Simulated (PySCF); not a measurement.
Field gradients at the hydrogen positions

Species: C₆H₉FO₂Si.
Geometry (GFN2-xTB, Å), atoms numbered from 1 in this order:
```
atom  x, y, z in Å
C1     4.5047   -0.9183   -0.3436
C2     3.1554   -0.4441   -0.5563
C3     2.0268   -0.0577   -0.7237
Si4    0.3253    0.5621   -1.0595
O5    -0.3129    0.4300    0.4592
C6    -1.5936    0.6809    0.7945
C7    -2.5934   -0.4836    0.6263
C8    -3.2584    0.4456   -0.3825
F9    -3.2169   -0.0200   -1.6675
O10   -2.3252    1.4625   -0.1661
H11    4.8162   -1.5368   -1.1853
H12    5.1869   -0.0732   -0.2537
H13    4.5528   -1.5108    0.5697
H14   -0.3642   -0.3147   -2.0110
H15    0.3227    1.9600   -1.4871
H16   -1.6163    1.1719    1.7776
H17   -2.1451   -1.3626    0.1716
H18   -3.1812   -0.7468    1.4989
H19   -4.2935    0.7649   -0.2074
```

Level: PBE0/pcSseg-1 (PySCF, non-relativistic); Q(2H) = 0.00286 b; rigid geometry, the same for H and D, with no vibrational averaging.

Task: Rank these positions by the coupling χzz of a deuteron there, largest first.
A. H18 (methylene hydrogen)
B. H16 (methine hydrogen)
C. H14 (Si–H hydrogen)
D. H12 (methyl hydrogen)

Result: A (214 kHz), D (207 kHz), B (187 kHz), C (104 kHz).

Task: Give the electric field gradient Vzz (the principal value of largest size), its asymmetry and the 2H coupling at each hydrogen.

Result: 
```json
{"atom": "H11", "bonded to": "C1", "bond length (Å)": "1.090", "Vzz (au)": "0.3079", "η": "0.02", "χzz (kHz)": "207"}
{"atom": "H12", "bonded to": "C1", "bond length (Å)": "1.090", "Vzz (au)": "0.3081", "η": "0.02", "χzz (kHz)": "207"}
{"atom": "H13", "bonded to": "C1", "bond length (Å)": "1.090", "Vzz (au)": "0.3083", "η": "0.02", "χzz (kHz)": "207"}
{"atom": "H14", "bonded to": "Si4", "bond length (Å)": "1.466", "Vzz (au)": "0.1546", "η": "0.05", "χzz (kHz)": "104"}
{"atom": "H15", "bonded to": "Si4", "bond length (Å)": "1.462", "Vzz (au)": "0.1596", "η": "0.03", "χzz (kHz)": "107"}
{"atom": "H16", "bonded to": "C6", "bond length (Å)": "1.099", "Vzz (au)": "0.2777", "η": "0.04", "χzz (kHz)": "187"}
{"atom": "H17", "bonded to": "C7", "bond length (Å)": "1.086", "Vzz (au)": "0.3115", "η": "0.02", "χzz (kHz)": "209"}
{"atom": "H18", "bonded to": "C7", "bond length (Å)": "1.085", "Vzz (au)": "0.3182", "η": "0.01", "χzz (kHz)": "214"}
{"atom": "H19", "bonded to": "C8", "bond length (Å)": "1.097", "Vzz (au)": "0.2793", "η": "0.04", "χzz (kHz)": "188"}
```

Task: Average by the element that carries the hydrogen.

Result: on C: 203 kHz over 7 positions, mean bond length 1.091 Å; on Si: 106 kHz over 2 positions, mean bond length 1.464 Å.

Task: How does χzz go with the bond length over the 7 C–H bonds?

Result: A straight-line fit has a slope of -20.0 kHz for each 0.01 Å, with a correlation coefficient of -0.98, over lengths from 1.085 to 1.099 Å. The longer bonds have the smaller couplings here.

Task: A static deuteron (I = 1) shows a doublet split by (3/2)χ, (3/4)χ(1 + η) and (3/4)χ(1 − η) with the field along z, y and x of the gradient. What are these for H17?

Result: With |χ| = 209.3 kHz and η = 0.020: 314, 160 and 154 kHz, to first order and without motion.

Isolated species at its GFN2-xTB geometry (one conformer only). GFN2-xTB bond lengths can be off by several hundredths of an ångström, more for odd bonds, and the gradients follow them. The basis is small and wasn't made for field gradients, so the couplings can be 20 % off.
